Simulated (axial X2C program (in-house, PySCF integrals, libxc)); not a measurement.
The numbers below are computed, except where a source is named.
## SnB⁻: input and output

Program: an in-house all-electron X2C program for linear molecules (integrals from PySCF).

Input:
```json
{"zs": [50, 5], "q": -1, "bas": ["dyall-acv3z", "dyall-av3z"], "levels": ["PBE0", "HF", "M06"], "cc": true, "r0": 2.25, "thr": -1.0, "nmax": 90, "npts": 10, "nst": 2, "ntry": 6}
```
```bash
python so2c.py task.json out
```

Keys: zs atomic numbers; q charge; bas basis sets; levels methods; cc coupled cluster on or off; r0 starting distance in Å; thr threshold in hartree for freezing inner shells (an s shell follows its p shell); nmax most natural virtual spinors; npts points on the curve; nst determinants followed; ntry starts of the search. HF also brings MP2.

Output of the HF step, spin-free, at R = 2.126 Å for the state M_S = 1, Λ = 1. It starts from PBE0 orbitals of this distance.

```
spin-free X2C-1e  HF
basis functions 203  fitting functions 1043  grid points 5079
iter        total energy     max residual
   1      -6198.412804353     1.96e-01
   2      -6198.436440488     6.24e-03
   3      -6198.438087689     7.71e-03
   4      -6198.438754876     3.52e-03
   5      -6198.439248073     4.07e-03
   6      -6198.439706189     3.91e-03
   7      -6198.440204396     3.86e-03
   8      -6198.440759195     3.60e-03
   9      -6198.442629628     2.20e-03
  10      -6198.443260552     6.49e-04
  11      -6198.443251553     5.29e-04
  12      -6198.443269100     1.09e-03
  13      -6198.443302139     2.72e-04
  14      -6198.443311176     1.49e-04
  15      -6198.443312222     9.68e-06
  16      -6198.443312202     2.30e-05
  17      -6198.443312232     3.56e-06
  18      -6198.443312233     5.81e-07
converged
one-electron -8659.09985690  Coulomb 2566.41050808  exact exchange -167.98082264  xc functional 0.00000000  nuclear repulsion 62.22685923
correlated 8  virtual 300  natural virtual 90  E(MP2) -0.152045242  MP2 remainder -0.006010290
iter   CCSD correlation   residual
   1     -0.160538724   1.43e-01
   2     -0.168473729   7.66e-02
   3     -0.171773612   4.82e-02
   4     -0.174490616   3.16e-02
   5     -0.175527966   1.40e-02
   6     -0.175805907   6.11e-03
   7     -0.175922096   3.14e-03
   8     -0.175916198   1.69e-03
   9     -0.175913789   7.70e-04
  10     -0.175914466   2.88e-04
  11     -0.175914932   1.20e-04
  12     -0.175914989   5.05e-05
  13     -0.175915455   2.70e-05
  14     -0.175916003   1.41e-05
  15     -0.175916511   7.78e-06
  16     -0.175916753   4.04e-06
  17     -0.175916838   2.09e-06
  18     -0.175916854   1.23e-06
(T) -0.013353109  T1 0.1090  D1 0.2154  max T2 0.095
```
Energies are in hartree; totals compare only within one Hamiltonian and basis. T1 is large, a sign of multireference character or of a spin-contaminated reference. T1 in the output is the amplitude norm over the root of the electron number; divide by √2 for the Lee–Taylor value. The determinant is spin-polarised beyond a pure state at some levels (its spin-free form has ⟨S²⟩ too high), which makes Re and μ there less reliable.
